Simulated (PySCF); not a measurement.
Ge(I)2 anion (GeI₂), SMILES [Ge]([I])[I] (connectivity only; charge and spin as stated), charge -1, multiplicity 2. Atoms are numbered in the order given.

```xyz
3

Ge     0.0000     0.0000     1.3353
I      0.0000     2.1460    -0.4031
I      0.0000    -2.1460    -0.4031
```
Charge -1, spin multiplicity 2.

Coordinates come from a B3LYP-D3(BJ)/def2-SVPD optimisation. The multiplicity is an assumed one; other spin states were not compared. The isomer is the one that the SMILES or the coordinates give; other isomers of the formula were not compared. The def2 effective core potentials stand for the cores of I; spin–orbit coupling is left out.

Computed with B3LYP-D3(BJ)/def2-SVPD run with PySCF.

Frequencies are harmonic and unscaled.

```
mode  ν (cm⁻¹)  IR (km/mol)  moving atoms (share of kinetic energy)
----  --------  -----------  --------------------------------------
1           52          0.1                         I 87 %, Ge 13 %
2          158         48.2                         Ge 68 %, I 32 %
3          173          6.9                         Ge 65 %, I 35 %
```
